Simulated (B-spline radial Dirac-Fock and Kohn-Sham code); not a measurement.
## K-shell conversion coefficients of Yb against transition energy

Level of theory: a Dirac-Hartree-Slater potential of the neutral atom with a Latter tail (no hole, which puts coefficients of high multipoles low close above an edge), finite nucleus with surface currents; a radial finite-basis atomic code. Subshells within 1 keV of threshold and pair formation are left out.

```
energy (keV)       E3       E4       E5       M1       M2       M4
        69.7     1.91     1.83     1.77     8.07     83.3      391
        79.6     2.95     5.36     10.1     5.49     51.5      503
         100     2.82     7.70     22.0     2.84     22.6      354
         126     1.84     5.80     19.1     1.47     9.88      173
         200    0.526     1.68     5.60    0.400     1.97     28.3
         208    0.467     1.49     4.91    0.359     1.73     24.0
         214    0.429     1.36     4.46    0.332     1.57     21.3
         410   0.0618    0.164    0.439   0.0578    0.192     1.45
         500   0.0356   0.0885    0.219   0.0345    0.105    0.663
         645   0.0184   0.0418   0.0938   0.0180   0.0499    0.253
         951  0.00728   0.0146   0.0284  0.00685   0.0171   0.0650
        1000  0.00650   0.0128   0.0245  0.00605   0.0149   0.0550
        1080  0.00548   0.0106   0.0197  0.00502   0.0122   0.0428
        1540  0.00258  0.00453  0.00760  0.00213  0.00492   0.0144
        2000  0.00152  0.00253  0.00398  0.00115  0.00260  0.00684
```

Problem. How fast do they fall between 1080 and 2000 keV?

Solution. As powers of the energy: E3 E^-2.08, E4 E^-2.32, E5 E^-2.60, M1 E^-2.39, M2 E^-2.51, M4 E^-2.98. Within one type (E or M) the higher multipoles fall faster.

Values without a named source are computed, but for edge energies of neutral atoms, which are taken from tables.
